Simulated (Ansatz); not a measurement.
One change: `C[SiH](F)N[SiH](O)O` becomes `[OH][GeH2][NH][SiH](O)O`.

Ansatz, PBE0-D4/def2-TZVP geometries, multiplicity 1. Each molecule was computed in one conformer, which needn't be the lowest.

Scalar relativity is left out up to krypton.

```json
{"property": "HOMO energy (ωB97M-V/def2-TZVPP) / eV", "`C[SiH](F)N[SiH](O)O`": "-10.47"}
{"property": "HOMO energy (PBE0/def2-TZVPP) / eV", "`C[SiH](F)N[SiH](O)O`": "-8.12"}
{"property": "HOMO–LUMO gap (PBE/def2-TZVPP) / eV", "`C[SiH](F)N[SiH](O)O`": "6.45"}
{"property": "HOMO energy (B3LYP/def2-TZVPP) / eV", "`C[SiH](F)N[SiH](O)O`": "-7.87"}
{"property": "size of the dipole moment (ωB97M-V/def2-TZVPP) / D", "`C[SiH](F)N[SiH](O)O`": "3.36"}
{"property": "LUMO energy (PBE/def2-TZVPP) / eV", "`C[SiH](F)N[SiH](O)O`": "-0.24"}
```

Task: What does the change do to each property? (Estimate.)

Result: Ansatz gave: 
```csv
property,`[OH][GeH2][NH][SiH](O)O`,shift
HOMO energy (ωB97M-V/def2-TZVPP) / eV,-10.11,0.36
HOMO energy (PBE0/def2-TZVPP) / eV,-7.77,0.35
HOMO–LUMO gap (PBE/def2-TZVPP) / eV,5.76,-0.69
HOMO energy (B3LYP/def2-TZVPP) / eV,-7.52,0.35
size of the dipole moment (ωB97M-V/def2-TZVPP) / D,2.41,-0.95
LUMO energy (PBE/def2-TZVPP) / eV,-0.59,-0.35
```

With PBE0 the HOMO rises by 0.35 eV and the LUMO falls by 0.31 eV, so the gap narrows by about 0.66 eV. PBE moves the HOMO by 0.34 eV and ωB97M-V by 0.36 eV. Dipoles are sizes alone; their direction can turn.

B3LYP here is the variant with VWN-RPA as its local correlation; programs differ in this.
